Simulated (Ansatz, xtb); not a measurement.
## Relative energy of two isomers of C3H3N3S

Structure a is `[H]/N=C/c1nncs1`, a singlet and structure b is `[H]/N=C\c1ncsn1`, a singlet. Both are isolated molecules in the gas phase, relaxed with PBE-D3(BJ)/def2-SVP; the shapes shown needn't be the lowest conformers.

a (Å):

```xyz
10

C    -1.7201    1.1129   -0.5864
C    -2.2096   -0.2654   -0.5286
C    -2.9404   -2.4599    0.0016
N    -1.3768    1.7363    0.4821
N    -2.5773   -0.9589   -1.5897
N    -2.9942   -2.2100   -1.2899
S    -2.3585   -1.1466    0.9832
H    -1.0587    2.6923    0.2508
H    -1.6896    1.5180   -1.6232
H    -3.2394   -3.4250    0.4358
```

b (Å):

```xyz
10

C    -2.0618    1.2475    0.1094
C    -2.5209   -0.1376   -0.1519
C    -2.3098   -2.1797   -0.9092
N    -0.9161    1.7194   -0.2159
N    -1.6903   -1.0324   -0.7930
N    -3.7352   -0.5319    0.2277
S    -3.9139   -2.1322   -0.2216
H    -0.3757    0.9665   -0.6888
H    -2.8004    1.8907    0.6293
H    -1.8811   -3.0766   -1.3825
```

Quicker runs give these differences E(b) − E(a): GFN2-xTB −0.602 eV; HF/STO-3G −0.399 eV (at GFN2-xTB geometries); r2SCAN-D4/def2-SVP −0.532 eV (at GFN2-xTB geometries).

Question: Estimate E(b) − E(a) at the level CCSD(T)/def2-SVP + ΔMP2/def2-TZVPP.

Answer: Calculated at CCSD(T)/def2-SVP + ΔMP2/def2-TZVPP: E(b) − E(a) = −0.655 eV, so structure b lies lower.

How the difference moves with the method:

| level | geometry | E(b) − E(a) (eV) | departure from the last row (eV) | job, with rough time for the two |
| --- | --- | --- | --- | --- |
| GFN2-xTB | GFN2-xTB | −0.602 | +0.053 | optimisation, 0.24 s |
| HF/STO-3G | GFN2-xTB | −0.399 | +0.256 | single point, 0.64 s |
| r2SCAN-D4/def2-SVP | GFN2-xTB | −0.532 | +0.123 | single point, 4.1 s |
| PBE-D3(BJ)/def2-SVP | PBE-D3(BJ)/def2-SVP | −0.503 | +0.152 | optimisation, 24 s |
| HF/def2-SVP | PBE-D3(BJ)/def2-SVP | −0.665 | −0.010 | part of the CCSD(T) run |
| MP2/def2-SVP | PBE-D3(BJ)/def2-SVP | −0.533 | +0.122 | part of the CCSD(T) run |
| CCSD(T)/def2-SVP | PBE-D3(BJ)/def2-SVP | −0.548 | +0.107 | single point |
| CCSD(T)/def2-SVP + ΔMP2/def2-TZVPP | PBE-D3(BJ)/def2-SVP | −0.655 |  | single point, 58 s |

As drawn, b has 1 C∷N, 1 N∷S in place of 1 N∷N, 1 C∷S (∷ is an aromatic bond).

None of the levels shown reverses the order. The largest departure from CCSD(T)/def2-SVP + ΔMP2/def2-TZVPP is that of HF/STO-3G, 0.256 eV. The last row adds to CCSD(T) the change of the MP2 difference between the two basis sets, here −0.107 eV.

With thermal terms from frequencies at re-optimised GFN2-xTB minima (ideal gas, soft modes damped towards free rotors, one conformer each, 298.15 K, 1 atm): on the last row, ΔE + ΔZPE = −0.641, ΔH = −0.643, ΔG = −0.640 eV.

The correlated steps freeze 11 core orbitals. Run with Ansatz 0.2.0, xtb 6.7.1; the last row on 2 threads of Intel(R) Xeon(R) Processor @ 2.70GHz on a shared host.
